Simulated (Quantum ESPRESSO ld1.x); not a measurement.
Question: These are the eigenvalues of the occupied orbitals of an atom or ion with whole-number occupations (eV). Calculated with ld1.x of Quantum ESPRESSO 7.5: scalar-relativistic Kohn-Sham, LDA (Slater exchange, VWN5 correlation), spin-polarised, spherical densities, point nucleus.

orbital  eigenvalue
1s up      -75411.7
1s down    -75411.5
2s up      -14455.2
2s down    -14451.9
2p up      -12797.1
2p down    -12794.3
3s up      -4548.11
3s down    -4545.77
3p up      -4060.26
3p down    -4057.78
3d up      -3525.68
3d down    -3522.58
4s up      -2015.49
4s down    -2007.21
4p up      -1836.65
4p down    -1828.49
4d up      -1628.39

Which element is it, and in what charge state? The configuration may be excited. Open shells, if any, are filled with parallel spins first.

Answer: Z = 76, osmium, charge +37: Os37+ in [Kr] 4d3. The list shows which subshells hold electrons but not how many an open one holds; the 1s level, -2771.3 hartree, gives Z - s = 74.4 by -(Z - s)^2/2, which with screening and relativity narrows Z to a few neighbours, and the depths of the outer levels then fix element, charge and occupations together.
